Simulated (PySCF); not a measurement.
These are B3LYP-D3(BJ)/def2-TZVP // r2SCAN-D4/def2-SVP in PySCF 2.14.0 values and carry that method's errors. Isolated molecules, 0 K electronic values unless said otherwise. One relaxed conformer stands for a flexible species; it need not be the lowest. B3LYP has the VWN-RPA correlation part, as in Gaussian. 

Reference species: [Zr(NH2)2(Br)2] (neutral, multiplicity 1).

```json
{
  "coordination_number": "4",
  "LUMO": "-1.84 eV",
  "HOMO–LUMO gap": "5.63 eV",
  "charge on the central atom (Mulliken)": "1.48 e"
}
```

Changed species: [Zr(Br)4] (4 of 4 NH2 replaced by Br; the reference has 2 of 4 NH2 replaced by Br).

Problem. What does the change do to the coordination number, LUMO, HOMO–LUMO gap and charge on the central atom (Mulliken)?

Solution. the coordination number hardly moves; the LUMO falls by 1.24 eV, to -3.08 eV; the HOMO–LUMO gap falls by 0.08 eV, to 5.55 eV; the charge on the central atom (Mulliken) falls by 0.23 e, to 1.25 e.
